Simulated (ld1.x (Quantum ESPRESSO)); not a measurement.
**An all-electron radial function and its pseudo partner (phosphorus)**

Columns: radius, all-electron u(r) and pseudo u(r) of the 3p shell (level -35.36 eV) of phosphorus in the configuration [Ne] 3s2 3p0; PBE, non-relativistic, TM scheme, ld1.x (Quantum ESPRESSO) 7.5.

```tsv
r (bohr)	all-electron	pseudo
0.080	0.1273	-0.0049
0.160	0.2916	-0.0193
0.240	0.3788	-0.0430
0.320	0.3833	-0.0755
0.400	0.3255	-0.1160
0.480	0.2280	-0.1635
0.560	0.1091	-0.2171
0.640	-0.0180	-0.2754
0.720	-0.1444	-0.3371
0.800	-0.2641	-0.4007
0.880	-0.3734	-0.4646
0.960	-0.4705	-0.5272
1.040	-0.5543	-0.5868
1.120	-0.6249	-0.6417
1.200	-0.6826	-0.6902
1.280	-0.7281	-0.7309
1.360	-0.7620	-0.7627
1.440	-0.7851	-0.7852
1.520	-0.7983	-0.7983
1.600	-0.8026	-0.8026
1.680	-0.7992	-0.7992
1.760	-0.7890	-0.7890
1.840	-0.7732	-0.7732
1.920	-0.7528	-0.7528
2.000	-0.7287	-0.7287
2.080	-0.7018	-0.7018
```

Task: How many radial nodes do the two functions have?

Result: The all-electron 3p function has n − l − 1 = 1; the pseudo-wave has 0, since the states of the same l below it are removed with the core.

Task: At about which radius was the pseudo-wave matched?

Result: 1.60 bohr. The columns agree to 0.0005 from 1.44 bohr on; several derivatives are matched, so the curves merge somewhat inside the radius.

Task: Where does each function peak?

Result: Outermost all-electron maximum near 1.60 bohr, pseudo maximum near 1.60 bohr (to the table’s step).

Task: Is the pseudo-wave norm-conserving?

Result: Yes: the TM scheme keeps the norm inside the radius equal to the all-electron one, which fixes the energy derivative of the logarithmic derivative at the level.
